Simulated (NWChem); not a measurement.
Species: CH4BFO2; SMILES COB(F)O

```xyz
9

B     -0.0362     0.5130    -0.0003
F     -0.7676     1.6308     0.0014
O      1.3194     0.5898    -0.0003
H      1.6325     1.4992     0.0006
O     -0.6933    -0.6596    -0.0020
C     -0.0300    -1.8977    -0.0029
H     -0.3223    -2.4703     0.8912
H     -0.3323    -2.4738    -0.8914
H      1.0643    -1.7803    -0.0091
```
Atoms are numbered in this order, from 1.

All runs: NWChem. Pople sets run with spherical d functions. Geometry: optimised at PBE0/def2-SVP. B3LYP is NWChem's, with the RPA form of VWN correlation. Static field.

```tsv
level	isotropic polarisability (bohr³)	anisotropy (bohr³)
PBE/6-31+G*	34.0	12.8
B3LYP/6-31+G*	32.4	11.7
LC-BLYP (range parameter 0.33 per bohr)/6-31+G*	32.7	11.3
BHandHLYP/6-31+G*	30.5	10.6
```
